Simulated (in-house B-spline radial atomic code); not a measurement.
Configurations of the cerium ion Ce⁸⁺, with energies counted from [Kr] 4d10 5s2 5p2. Method: Dirac-Hartree-Fock, average of configuration, Fermi nucleus of rms radius 4.8771 fm. Calculated with a radial B-spline atomic code at the basis-set limit. Energies include first-order Breit, QED and recoil terms.

Occupations are held fixed; configurations that lie above the ionisation limit could autoionise.

```
                    configuration  E - E(ref) (eV)  highest orbital  its <r> (bohr)
            [Kr] 4d10 5s1 5p2 5g1           97.905            5g7/2           2.904
             [Kr] 4d9 5s2 5p2 5g1           188.61            5g7/2           2.878
             [Kr] 4d9 5s2 5p2 7g1           210.66            7g7/2           6.758
[Ar] 3d9 4s2 4p6 4d10 5s2 5p2 7s1            975.1            7s1/2           3.972
[Ar] 3d9 4s2 4p6 4d10 5s2 5p2 8s1           989.88            8s1/2           5.769
[Ar] 3d9 4s2 4p6 4d10 5s2 5p2 7f1           993.66            7f7/2            5.85
[Ar] 3d9 4s2 4p6 4d10 5s2 5p2 9f1           1005.7            9f7/2           10.69
```

Task: Order these further configurations by energy, lowest first.
A. [Kr] 4d10 4f1 5s2 5p1
B. [Kr] 4d9 5s2 5p2 8f1
C. [Kr] 4d10 5s2 5p1 8g1
D. [Kr] 4d10 5s1 5p2 9g1
E. [Kr] 4d10 5s2 5p1 5g1

Result: A (7.3616 eV), E (77.044 eV), C (104.4 eV), D (129.05 eV), B (212.95 eV).

Task: How far above the reference does [Kr] 4d10 5s2 5p1 7d1 lie?

Result: 86.738 eV; its least bound orbital is 7d5/2 with <r> = 4.95 bohr.

Task: How far above the reference does [Kr] 4d10 5s2 5p1 9s1 lie?

Result: 98.863 eV; its least bound orbital is 9s1/2 with <r> = 7.971 bohr.

Task: How far above the reference does [Kr] 4d9 5s2 5p2 9f1 lie?

Result: 217.7 eV; its least bound orbital is 9f7/2 with <r> = 10.75 bohr.
